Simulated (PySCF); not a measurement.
ClISn, neutral, multiplicity 1. Atoms are numbered in the order given.

```xyz
3

Sn     0.6931    -0.9940     0.0000
Cl    -1.4103    -2.1639     0.0000
I     -0.2015     1.6318     0.0000
```

The structure is a stationary point at B3LYP-D3(BJ)/def2-SVP. The def2 effective core potentials stand for the cores of I, Sn; spin–orbit coupling is left out.

Calculation: HF/def2-TZVPD in PySCF.

Symmetry labels are those of the subgroup Cs that the program uses (full group Cs).

Computed valence orbital energies around the gap with their symmetry:
```json
[
 {"orbital": "HOMO−7", "symmetry": "A'", "energy (eV)": "-23.94"},
 {"orbital": "HOMO−6", "symmetry": "A'", "energy (eV)": "-16.55"},
 {"orbital": "HOMO−5", "symmetry": "A'", "energy (eV)": "-12.72"},
 {"orbital": "HOMO−4", "symmetry": "A\"", "energy (eV)": "-12.48"},
 {"orbital": "HOMO−3", "symmetry": "A'", "energy (eV)": "-12.40"},
 {"orbital": "HOMO−2", "symmetry": "A\"", "energy (eV)": "-10.23"},
 {"orbital": "HOMO−1", "symmetry": "A'", "energy (eV)": "-10.19"},
 {"orbital": "HOMO", "symmetry": "A'", "energy (eV)": "-9.65"},
 {"orbital": "LUMO", "symmetry": "A\"", "energy (eV)": "-0.70"},
 {"orbital": "LUMO+1", "symmetry": "A'", "energy (eV)": "0.93"},
 {"orbital": "LUMO+2", "symmetry": "A'", "energy (eV)": "1.15"},
 {"orbital": "LUMO+3", "symmetry": "A'", "energy (eV)": "1.25"}
]
```
